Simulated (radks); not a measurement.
Problem. These are the eigenvalues of the occupied orbitals of an atom or ion with whole-number occupations (eV). Calculated with a radial shooting solver on a logarithmic mesh with Libxc functionals: Dirac Kohn-Sham, PBE, spin-unpolarised, spherical densities, finite nucleus; Fermi nuclear charge, rms radius of each element as measured or else 0.836 A^(1/3) + 0.57 fm.

| orbital | eigenvalue |
|---|---|
| 1s1/2 | -24151.61 |
| 2s1/2 | -3525.274 |
| 2p1/2 | -3269.927 |
| 2p3/2 | -3110.525 |
| 3s1/2 | -635.5610 |
| 3p1/2 | -534.7694 |
| 3p3/2 | -506.9865 |
| 3d3/2 | -328.5362 |
| 3d5/2 | -322.9969 |
| 4s1/2 | -85.2801 |
| 4p1/2 | -54.2243 |
| 4p3/2 | -49.7984 |
| 4d3/2 | -4.3163 |
| 4d5/2 | -3.8814 |

Which element is it, and in what charge state? The configuration may be excited. Open shells, if any, fill j = l - 1/2 first.

Solution. Z = 46, palladium, charge 0: Pd in [Kr] 4d10. The list shows which subshells hold electrons but not how many an open one holds; the 1s level, -887.56 hartree, gives Z - s = 42.1 by -(Z - s)^2/2, which with screening and relativity narrows Z to a few neighbours, and the depths of the outer levels then fix element, charge and occupations together.
